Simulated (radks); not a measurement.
Task: The iodine anion I-, [Xe], held by a Watson sphere: a shell of charge +0.93 at radius R that stands for the Madelung well of a crystal (potential energy -0.93/R inside, -0.93/r outside, in hartree with lengths in bohr). Method: scalar-relativistic Kohn-Sham, PBEsol, spin-unpolarised, spherical densities, finite nucleus; Fermi nuclear charge, rms radius of each element as measured or else 0.836 A^(1/3) + 0.57 fm; computed with a radial shooting solver on a logarithmic mesh with Libxc functionals. Response by self-consistent Sternheimer equations with the Hartree and adiabatic LDA kernel, the relativistic mass of each level held fixed and spin-orbit coupling left out. The sphere does not respond.

R (bohr)  e(4d) (eV)  e(5s) (eV)  e(5p) (eV)  <r> 5p (bohr)  sum of <r^2> (bohr^2)  X-ray form factor at sin(theta)/lambda = 0.2 1/angstrom  alpha (bohr^3)
2.61         -48.887     -17.031      -6.978          2.499                  69.75                                                   42.377           38.08
3.43         -48.252     -16.099      -6.228          2.582                  73.13                                                   42.313           46.37
4.02         -47.797     -15.516      -5.674          2.622                  74.92                                                   42.301           52.56
4.71         -47.275     -14.918      -5.077          2.653                  76.40                                                   42.301           59.23
5.11         -46.991     -14.610      -4.767          2.665                  77.02                                                   42.302           62.64
5.48         -46.744     -14.349      -4.503          2.674                  77.48                                                   42.303           65.48
5.85         -46.514     -14.110      -4.261          2.680                  77.84                                                   42.303           68.00

Estimate the row for R = 2.72 bohr.

Result: e(4d) (eV) -48.794; e(5s) (eV) -16.897; e(5p) (eV) -6.886; <r> 5p (bohr) 2.512; sum of <r^2> (bohr^2) 70.26; X-ray form factor at sin(theta)/lambda = 0.2 1/angstrom 42.363; alpha (bohr^3) 39.11.
